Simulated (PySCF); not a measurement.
PySCF 2.14 output of an unrestricted PBE calculation on a single atom or ion in x2c-TZVPPall with one added diffuse shell each of s, p, d, f type (7s6p5d3f1g, 80 functions), with scalar relativity by spin-free X2C-1e:

```
SCF conv_tol = 1e-09
number electrons alpha = 15  beta = 11
    J. P. Perdew, K. Burke, and M. Ernzerhof.,  Phys. Rev. Lett. 77, 3865 (1996)
    J. P. Perdew, K. Burke, and M. Ernzerhof.,  Phys. Rev. Lett. 78, 1396 (1997)
    J. P. Perdew, K. Burke, and M. Ernzerhof.,  Phys. Rev. Lett. 77, 3865 (1996)
    J. P. Perdew, K. Burke, and M. Ernzerhof.,  Phys. Rev. Lett. 78, 1396 (1997)
cycle= 1 E= -1392.68117256149  delta_E= -0.0109  |g|= 0.178  |ddm|= 0.277
cycle= 2 E= -1392.66817151407  delta_E= 0.013  |g|= 0.332  |ddm|= 0.213
cycle= 3 E= -1392.68726374463  delta_E= -0.0191  |g|= 0.0108  |ddm|= 0.114
cycle= 4 E= -1392.68729067785  delta_E= -2.69e-05  |g|= 0.000752  |ddm|= 0.00779
cycle= 5 E= -1392.68729078968  delta_E= -1.12e-07  |g|= 1.95e-05  |ddm|= 0.000436
cycle= 6 E= -1392.68729078977  delta_E= -9.35e-11  |g|= 2.82e-06  |ddm|= 1.45e-05
converged SCF energy = -1392.68729078977  <S^2> = 6.0004553  2S+1 = 5.0001821
```

The run itself started from symmetry-adapted Hartree-Fock orbitals and held the occupation by maximum overlap, on a logarithmic radial grid, so the iterations belong to that start.

Question: Which element, charge and spin multiplicity is this?

Answer: Co⁺ (cobalt, charge +1), multiplicity 5; the state was [Ar] 3d7 4s1, high-spin 5F determinant (an excited configuration).
